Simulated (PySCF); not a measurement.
Vibration and rotation of TlH

RHF-CCSD(T) constants of TlH, ¹Σ⁺ (singlet), closed shell (Tl def2-SVP with ECP60, H def2-SVP; scalar-relativistic core potentials (PySCF 2.14); masses 204.9744 and 1.0078 u):

| Quantity | Value |
| --- | --- |
| ωe | 1366.2 cm⁻¹ |
| ωexe | 20.6 cm⁻¹ |
| Be | 4.6325 cm⁻¹ |
| αe | 0.127 cm⁻¹ |
| D (centrifugal) | 0.000213 cm⁻¹ |
| De to Tl + H | 2.37 eV |

Q: Give the band origin of the fundamental and the first lines of its P and R branches.

A: ν0 = ωe − 2ωexe = 1325.0 cm⁻¹, B0 = 4.5690, B1 = 4.4420 cm⁻¹.

```tsv
J″	P(J″) − ν0	R(J″) − ν0
0		8.883
1	-9.137	17.507
2	-18.523	25.867
3	-28.153	33.957
4	-38.021	41.773
5	-48.123	49.310
6	-58.454	56.562
```

Q: Near which J would the R branch turn back, without centrifugal distortion?

A: At J ≈ (B0 + B1)/(2(B0 − B1)) − 1 ≈ 34.

Correlated steps freeze 4 core orbitals. Correlated levels converge slowly with the basis: in double zeta they bind strong bonds too weakly, by up to about 1 eV, and carry superposition errors of some tenths. Spin–orbit coupling is left out, which matters for elements this heavy, above all for dissociation energies. Where the molecule has an RHF reference, its open-shell atoms are computed with UHF.
